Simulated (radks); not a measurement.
Values are calculated unless marked as measured or tabulated.
Dipole-allowed excitations along the series with 11 electrons in [Ne] 3s1. Code: a radial shooting solver on a logarithmic mesh with Libxc functionals. Model: scalar-relativistic Kohn-Sham, exchange-only LDA, spin-polarised, spherical densities, finite nucleus; open shells are filled with parallel spins first; Fermi nuclear charge, rms radius of each element as measured or else 0.836 A^(1/3) + 0.57 fm. Time-dependent linear response with the Hartree and adiabatic exchange-only LDA kernel, continuum included through the Sternheimer equations, no spin-orbit coupling, so fine structure and intercombination lines are absent. Lines are the poles of the dipole polarisability below minus the highest occupied eigenvalue, found on a grid refined at the orbital gaps; the lowest seven at most are given, and weak or close lines can be missed. The first line takes the name of the lowest orbital gap if no other gap lies below it; otherwise a line is named after a gap within 0.6 % of it, if that gap stands alone.

| species | -e(HOMO) (eV) | lowest orbital gap (eV) | first line (eV) | f | static alpha (bohr^3) | measured (eV) |
|---|---|---|---|---|---|---|
| Mg+ | 11.374 | 3s-3p 4.329 | 4.639 (3s-3p) | 0.902 | 31.66 | 3s-3p 4.430 |
| Al2+ | 23.843 | 3s-3p 6.519 | 6.998 (3s-3p) | 0.820 | 12.80 | - |
| Si3+ | 39.678 | 3s-3p 8.648 | 9.284 (3s-3p) | 0.745 | 6.663 | - |
| P4+ | 58.747 | 3s-3p 10.750 | 11.535 (3s-3p) | 0.682 | 3.970 | - |
| S5+ | 80.988 | 3s-3p 12.841 | 13.772 (3s-3p) | 0.628 | 2.575 | - |

Measured values: term averages from the NIST Handbook of Basic Atomic Spectroscopic Data.
